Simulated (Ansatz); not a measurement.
Gas-phase electronic energies from Ansatz, PBE0-D4/def2-TZVP geometries. CBS: MP2 limit from def2 TZ/QZ plus the TZ coupled-cluster correction, frozen cores. This one scheme is used for every species. DFT in def2-TZVPP. B3LYP here is the variant with VWN-RPA as its local correlation; programs differ in this. For Ga outer-core shells are correlated without core-valence functions, which leaves a few kJ/mol of doubt a bond. Scalar relativity is left out up to krypton. Each species was taken in one conformer, which may not be the lowest.

Reaction (formal exchange of groups at a Ga–C bond): `[NH2][GaH][CH]=O` + fluoromethane → `[NH2][GaH][CH2]F` + `C=O`

```
             level  ΔE (kcal/mol)  difference from CCSD(T)/CBS
            PBE-D4            3.1                          1.2
         r2SCAN-D4            3.1                          1.2
           PBE0-D4            2.5                          0.6
          B3LYP-D4            3.0                          1.1
           ωB97X-V            2.1                          0.2
           ωB97M-V            2.1                          0.2
            B2PLYP            2.6                          0.7
               PBE            3.1                          1.2
            r2SCAN            3.0                          1.1
              PBE0            2.4                          0.5
             B3LYP            2.8                          0.9
     HF/def2-TZVPP            2.2                          0.3
    MP2/def2-TZVPP            2.1                          0.2
SCS-MP2/def2-TZVPP            2.3                          0.4
   CCSD/def2-TZVPP            2.1                          0.2
CCSD(T)/def2-TZVPP            2.3                          0.4
     HF/def2-QZVPP            2.2                          0.3
    MP2/def2-QZVPP            1.9                          0.0
SCS-MP2/def2-QZVPP            2.0                          0.1
      HF/CBS(def2)            2.2                          0.3
     MP2/CBS(def2)            1.7                         -0.2
    CCSD/CBS(def2)            1.6                         -0.3
       CCSD(T)/CBS            1.9                            0
```

Largest T1 diagnostic among the species: 0.016.
